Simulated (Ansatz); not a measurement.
## Which method gave which barrier?

Saddle point of C2H8Zn, closed shell (C₂H₆Zn ([CH3][Zn][CH3]) + H₂ → CH₄Zn ([CH3][ZnH]) + CH₄; bonds formed: Zn1–H5, C2–H4; bonds broken: Zn1–C2, H4–H5), PBE0-D4/def2-TZVP structure:

```
11
angstrom
Zn -0.2257 -0.0740 -0.4451
C 0.7548 1.4028 0.8193
C -0.7146 -1.9463 -0.4091
H 0.1436 1.5137 -0.5712
H -0.3428 1.3349 -1.5278
H 1.7289 0.9336 0.9813
H 0.9349 2.4700 0.6534
H 0.1557 1.3173 1.7300
H -0.5285 -2.3843 0.5728
H -1.7718 -2.0682 -0.6526
H -0.1343 -2.4995 -1.1509
```

Computed with Ansatz 0.2.0 (basis: def2-TZVPP, with def2-QZVPP for the basis limit); correlated methods freeze the cores. The 3s and 3p shells of Cu and Zn are frozen; filled d shells are correlated. B3LYP uses VWN-RPA correlation. Extrapolation: Hartree–Fock as exp(−7.88 √X), correlation as X^−2.97. Four methods, as single points on the PBE0-D4 structures, gave these electronic barriers from the start structure: 154.0, 175.6, 183.6, 213.8 kJ/mol.

Task: The methods were, in alphabetical order, B3LYP-D4, BHLYP-D4, HF, PBE-D4. Which gave which? (Judge from chemistry; the calculation decides.)

Result: The calculation gives: PBE-D4 154.0; B3LYP-D4 175.6; BHLYP-D4 183.6; HF 213.8 kJ/mol. For comparison, CCSD(T) at an estimated basis limit (MP2 extrapolated from triple and quadruple zeta, plus CCSD(T) − MP2 in triple zeta) gives 177.9 kJ/mol.

The T1 diagnostic stays at or below 0.014.

Labels in which every atom is bracketed show which atoms are joined, not bond orders.

For scale, one of the runs: CCSD(T)/def2-TZVPP, 238 basis functions, launched by `ansatz run in.yaml --threads 8 --pin off --events-out ev --progress --plain --max-ram 19148MiB`. The run took 44 s on 8 CPU threads of an Arm Neoverse V2 (shared host), with 4.4 GiB of host memory at its peak.
